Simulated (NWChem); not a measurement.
System: CH₄OSi; SMILES O=C[SiH3]

```xyz
7

O     -0.3448    -1.6867     0.0000
C      0.4833    -0.8113     0.0000
Si    -0.0646     1.0477     0.0000
H      1.5795    -1.0718     0.0000
H     -0.8896     1.2838     1.2198
H     -0.8896     1.2838    -1.2198
H      1.1235     1.9530     0.0000
```
Atoms are numbered in this order, from 1.

Results from NWChem. Geometry optimised at PBE0/def2-SVP; all other runs use it.  Vzz has the sign of the potential's second derivative.

```
quantity                                                         level  value
-----------------------------------------------  ---------------------  -----
vertical ionisation energy, ΔSCF (eV)            CAM-B3LYP/aug-cc-pVDZ      ?
Vzz O1 (a.u.)                                     Hartree-Fock/cc-pVTZ      ?
charge (e), ESP O1                                      B3LYP/def2-SVP  -0.40
dipole in solution (D) in N,N-dimethylformamide     PBE0/def2-SVP, SMD   2.43
dipole (D)                                               PBE0/def2-SVP   2.00
highest harmonic frequency (cm⁻¹)                        PBE0/def2-SVP      ?
```

**Question.** What belongs in the gaps?

**Answer.** 
- vertical ionisation energy, ΔSCF (eV), value: 9.68
- Vzz O1 (a.u.), value: -2.233
- highest harmonic frequency (cm⁻¹), value: 2848
